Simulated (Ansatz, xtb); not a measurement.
## Two isomers of C4H6S2Si

We compare I, `SC1=CC=C(S)[SiH2]1`, a singlet, with II, `SC1=CC=C[Si@@H]1S`, a singlet. Both are isolated molecules in the gas phase, relaxed with B3LYP/def2-SVP; the shapes shown needn't be the lowest conformers.

I (Å):

| atom | x (Å) | y (Å) | z (Å) |
| --- | --- | --- | --- |
| C | 0.3858 | -0.8376 | 1.5629 |
| C | -0.3998 | 0.2117 | 1.1993 |
| C | -0.6216 | 0.4283 | -0.2429 |
| C | -0.0264 | -0.4332 | -1.1109 |
| S | 0.7664 | -1.2396 | 3.2362 |
| S | -0.0966 | -0.4483 | -2.8640 |
| Si | 0.9290 | -1.6683 | -0.0432 |
| H | 1.5137 | -2.3391 | 2.9904 |
| H | -0.8675 | 0.8935 | 1.9187 |
| H | -1.2521 | 1.2646 | -0.5671 |
| H | -0.9034 | 0.6295 | -3.0311 |
| H | 2.4043 | -1.6396 | -0.2556 |
| H | 0.4551 | -3.0759 | -0.1731 |

II (Å):

```yaml
atoms:
  - { symbol: C, position_ang: [0.3707, -1.2257, 0.9971] }
  - { symbol: C, position_ang: [-0.1930, -0.0846, 1.4724] }
  - { symbol: C, position_ang: [-0.3876, 1.0090, 0.4953] }
  - { symbol: C, position_ang: [0.0023, 0.8039, -0.7858] }
  - { symbol: S, position_ang: [0.7454, -2.7019, 1.8539] }
  - { symbol: S, position_ang: [-0.3916, -2.1676, -2.2276] }
  - { symbol: Si, position_ang: [0.7157, -0.9182, -0.8543] }
  - { symbol: H, position_ang: [0.2909, -2.3409, 3.0805] }
  - { symbol: H, position_ang: [-0.5011, 0.0535, 2.5151] }
  - { symbol: H, position_ang: [-0.8401, 1.9471, 0.8381] }
  - { symbol: H, position_ang: [-0.1077, 1.5562, -1.5683] }
  - { symbol: H, position_ang: [2.1720, -1.0290, -1.1521] }
  - { symbol: H, position_ang: [0.4442, -3.2283, -2.1221] }
```

Quicker runs give these differences E(II) − E(I): GFN2-xTB −12.5 kcal/mol; HF/STO-3G −13.6 kcal/mol (at GFN2-xTB geometries); r2SCAN-D4/def2-SVP −22.0 kcal/mol (at GFN2-xTB geometries).

Q: Estimate E(II) − E(I) at the level CCSD(T)/def2-SVP + ΔMP2/def2-TZVPP.

A: Calculated at CCSD(T)/def2-SVP + ΔMP2/def2-TZVPP: E(II) − E(I) = −23.2 kcal/mol, so structure II lies lower.

The same difference at several levels:

```csv
level,geometry,E(II) − E(I) (kcal/mol),departure from the last row (kcal/mol),"job, with rough time for the two"
GFN2-xTB,GFN2-xTB,−12.5,+10.8,"optimisation, 0.19 s"
HF/STO-3G,GFN2-xTB,−13.6,+9.6,"single point, 0.56 s"
r2SCAN-D4/def2-SVP,GFN2-xTB,−22.0,+1.2,"single point, 4.1 s"
B3LYP/def2-SVP,B3LYP/def2-SVP,−21.5,+1.7,"optimisation, 62 s"
HF/def2-SVP,B3LYP/def2-SVP,−25.1,−1.9,part of the CCSD(T) run
MP2/def2-SVP,B3LYP/def2-SVP,−21.8,+1.4,part of the CCSD(T) run
CCSD(T)/def2-SVP,B3LYP/def2-SVP,−21.5,+1.8,single point
CCSD(T)/def2-SVP + ΔMP2/def2-TZVPP,B3LYP/def2-SVP,−23.2,,"single point, 58 s"
```

As drawn, II has 1 S–Si, 1 C–H in place of 1 C–S, 1 Si–H.

None of the levels shown reverses the order. The largest departure from CCSD(T)/def2-SVP + ΔMP2/def2-TZVPP is that of GFN2-xTB, 10.8 kcal/mol. The last row adds to CCSD(T) the change of the MP2 difference between the two basis sets, here −1.8 kcal/mol.

With thermal terms from frequencies at re-optimised GFN2-xTB minima (ideal gas, soft modes damped towards free rotors, one conformer each, 298.15 K, 1 atm): on the last row, ΔE + ΔZPE = −21.5, ΔH = −21.5, ΔG = −21.9 kcal/mol.

The correlated steps freeze 19 core orbitals. Mirror images aren't counted in ΔG. Programs: Ansatz 0.2.0, xtb 6.7.1; the last row on 2 threads of Intel(R) Xeon(R) 6975P-C (Granite Rapids) on a shared host.
